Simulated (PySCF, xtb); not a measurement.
Si(F)2(OH)(SMe) (CH4F2OSSi), SMILES S([Si](O)(F)F)C.

xtb with GFN2-xTB at its own geometry gives an orbital gap of 4.56 eV and a dipole moment of 3.55 D.

The structure is a stationary point at B3LYP-D3(BJ)/def2-SVP. The structure was generated by enumeration, and PubChem lists no compound with its InChIKey, so it may never have been made. Other conformers were not sampled.

Q: What does PBE/def2-TZVP in PySCF give? (Estimate from the structure and the level; the computed values follow.)

A: gap 5.25 eV (levels -6.30 and -1.05 eV), dipole 2.66 D.
